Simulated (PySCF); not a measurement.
Harmonic spectrum computed at PBE0 in the def2-TZVPD basis family (core potentials from Rb on, PySCF, no spin–orbit coupling):

| symmetry | ω (cm⁻¹) | IR (km/mol, summed over degenerate members) |
| --- | --- | --- |
| πu | 151 | 10.3 |
| σg+ | 249 | 0.0 |
| σu+ | 632 | 156 |

Which molecule gave it? In each, all ligands are bound to the one heavy central atom.
A. PSe₂⁻ (singlet)
B. BSe₂⁻ (singlet)
C. PbSe₂⁻ (doublet)
D. AlSe₂⁻ (singlet)

D. It has D∞h symmetry with Al–Se 2.184 Å (×2).
